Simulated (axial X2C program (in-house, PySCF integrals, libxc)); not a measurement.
# Correcting the dissociation energy of CaO for spin–orbit coupling

A spin-free PBE0 curve (one-electron X2C) was computed with an in-house relativistic program for diatomic molecules, basis Ca dyall-v4z [12s12p6d5f3g], O dyall-v4z [7s6p3d2f1g] (cores contracted in-house), for the state M_S = 0, Λ = 0 (closed shell). It gives D0 = 4.218 eV to Ca + O, which in a spin-free picture are the weighted means of the ground terms.

Measured levels of the ground terms (NIST Handbook of Basic Atomic Spectroscopic Data), in cm⁻¹: Ca 1S: J = 0 at 0; O 3P: J = 2 at 0, J = 1 at 158.3, J = 0 at 227.

The molecular state has Λ = 0, so it has no first-order lowering.

Q: How far does each ground level lie under the (2J+1)-weighted mean of its term?

A: Ca: a single level, 0; O: (5 × 0 + 3 × 158.3 + 1 × 227)/9 = 78 cm⁻¹.

Q: Correct D0.

A: D0 = 4.218 + (0 − 78)/8065.5 = 4.208 eV at PBE0 with these spin–orbit terms.

Second-order spin–orbit effects in the molecule, which grow quickly with Z, are left out. Occupations by symmetry block were frozen at the best pattern of an incomplete PBE0 search. De is counted from the lowest determinant-based energies of the atoms at the same level, without counterpoise correction.
